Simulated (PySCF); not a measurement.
Trends in electronic spectra. Theory: TDDFT wB97X-D/def2-SVPD, vertical, gas phase, core orbitals frozen in the response (PySCF). Geometries: GFN2-xTB; one conformer of each isolated species. Triplets are in the Tamm–Dancoff approximation. 'Strongest' means the level of largest summed f among the lowest 8 singlets; it needn't be the same kind of state in each.

Task: Rank by computed lowest triplet energy, lowest first.
A. `N(CC=C)C`
B. `[SiH3]c1cocp1`
C. `O=[P@@](C)(CC(F)(F)F)O`
D. `ClC1CCC1`

Result: B (3.36 eV), A (4.59 eV), D (6.81 eV), C (7.82 eV).

```json
{"SMILES": "[SiH3]c1cocp1", "T1 (eV)": "3.36", "f (strongest)": "0.16", "HOMO (eV)": "-8.85", "first f ≥ 0.01 (nm)": "225", "S1 (eV)": "5.50", "strongest (eV)": "6.55", "S1 mainly": "H→L (92%)"}
{"SMILES": "C=CCNC", "T1 (eV)": "4.59", "f (strongest)": "0.43", "HOMO (eV)": "-8.24", "first f ≥ 0.01 (nm)": "212", "S1 (eV)": "5.85", "strongest (eV)": "7.66", "S1 mainly": "H→L (94%)"}
{"SMILES": "ClC1CCC1", "T1 (eV)": "6.81", "f (strongest)": "0.07", "HOMO (eV)": "-10.05", "first f ≥ 0.01 (nm)": "149", "S1 (eV)": "7.40", "strongest (eV)": "8.41", "S1 mainly": "H→L (55%)"}
{"SMILES": "C[P@@](=O)(O)CC(F)(F)F", "T1 (eV)": "7.82", "f (strongest)": "0.06", "HOMO (eV)": "-10.31", "first f ≥ 0.01 (nm)": "154", "S1 (eV)": "8.04", "strongest (eV)": "8.43", "S1 mainly": "H→L (81%)"}
```

H and L stand for HOMO and LUMO.

- `[SiH3]c1cocp1`: Löwdin shares by element: HOMO carbon 50% or more, phosphorus 28%, oxygen 9%; LUMO carbon 38% or more, phosphorus 37%, oxygen 14%.
- `C=CCNC`: Löwdin shares by element: HOMO nitrogen 57%, carbon 24% or more (atoms not listed hold the other 19%); LUMO carbon 68% or more, hydrogen 6% or more (atoms not listed hold the other 26%).
- `ClC1CCC1`: Löwdin shares by element: HOMO chlorine 63%, carbon 24% or more; LUMO carbon 33% or more, chlorine 26% (atoms not listed hold the other 41%).
- `C[P@@](=O)(O)CC(F)(F)F`: Löwdin shares by element: HOMO oxygen 56% or more, carbon 21% or more, phosphorus 14%; LUMO carbon 27% or more, oxygen 14% or more, phosphorus 8% (atoms not listed hold the other 51%).
